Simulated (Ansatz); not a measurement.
Ideal-gas functions of C$_{2}$H$_{3}$FSe, SMILES `CC(F)=[Se]` at 600 K and 1 bar, from an Ansatz frequency run at PBE0-D4/def2-TZVP.

Molar mass 125.0 g/mol, point group Cs (symmetry number 1), electronic degeneracy 1, moments of inertia 49.205, 169.585, 215.669 u Å². Harmonic wavenumbers (cm⁻¹, unscaled): 156, 328, 396, 483, 652, 987, 1006, 1219, 1252, 1388, 1456, 1462, 3044, 3103, 3196.

Use S(trans) = R[1.5 ln M + 2.5 ln T − 1.1517]; rotational temperatures θ = 24.2544 K / I; S(rot) = R[ln(√π/σ · √(T³/θAθBθC)) + 1.5]; for each mode x = 1.438777 ν̃/T, S = R[x/(eˣ − 1) − ln(1 − e⁻ˣ)] and H = RT x/(eˣ − 1); 1 cm⁻¹ = 0.0119627 kJ/mol; R = 8.31446 J/(mol·K).

Question: By hand: the entropy, in J/(mol·K).

Answer: Translation 183.6. Rotation: θ = 0.4929, 0.143, 0.1125 K, giving 117.1. Vibration, mode by mode: 16.54, 10.52, 9.05, 7.54, 5.40, 2.86, 2.75, 1.84, 1.73, 1.33, 1.17, 1.16, 0.05, 0.04, 0.03, in all 62.0. Electronic 0.0. Sum 362.7 J/(mol·K).

Question: By hand: H − E and G − E in kJ/mol, counted from the electronic energy.

Answer: Zero-point energy ½ × 20128 × 0.0119627 = 120.4; thermal vibration 20.9; translation, rotation and pV give 4 RT = 20.0. H − E = 161.3 kJ/mol, and G − E = 161.3 − 600 × 362.7/1000 = -56.3 kJ/mol.

Vibration gives 17 % of the entropy.
